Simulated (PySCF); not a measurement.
CH4ClInO2, SMILES C[O][In]([OH])[Cl]. Heavy atoms are numbered as in [In:1]([Cl:2])([OH:3])[O:5][CH3:6]. Hydrogens are named by the atom that carries them.

Geometry optimised at B3LYP-D3(BJ)/def2-SVP. The def2 effective core potentials stand for the cores of In; spin–orbit coupling is left out. The values are those of a single conformer.

Method: PySCF with PBE0/def2-TZVP.

ESP charges are fitted to the potential on shells at 1.4 to 2.0 van der Waals radii. Atomic charges (e), one atom of each kind:

```csv
atom,ESP fit,Löwdin
In1,0.98,0.25
Cl2,-0.34,0.06
O3 (OH),-0.68,-0.32
H on O3,0.34,…
O5,-0.47,…
C6 (CH3),-0.05,…
H on C6,0.07,0.10
```

Fill in the missing entries. (Estimate from the structure and the level; the computed values follow.)


- H on O3, Löwdin: 0.17
- O5, Löwdin: -0.09
- C6 (CH3), Löwdin: -0.39
